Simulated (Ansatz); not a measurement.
Question: Name a neutral molecule of Al, C, N, O and H with size of the dipole moment (ωB97M-V/def2-TZVPP) between 2.35 and 2.65 D and zero-point energy (PBE0-D4/def2-TZVP) between 152 and 168 kJ/mol (Ansatz, PBE0-D4/def2-TZVP geometry).

Answer: `N=[C]1C[O][AlH]1` (2.42 D, 156.0 kJ/mol). Other molecules can fit too; these were computed, each in one conformer that needn't be the lowest.
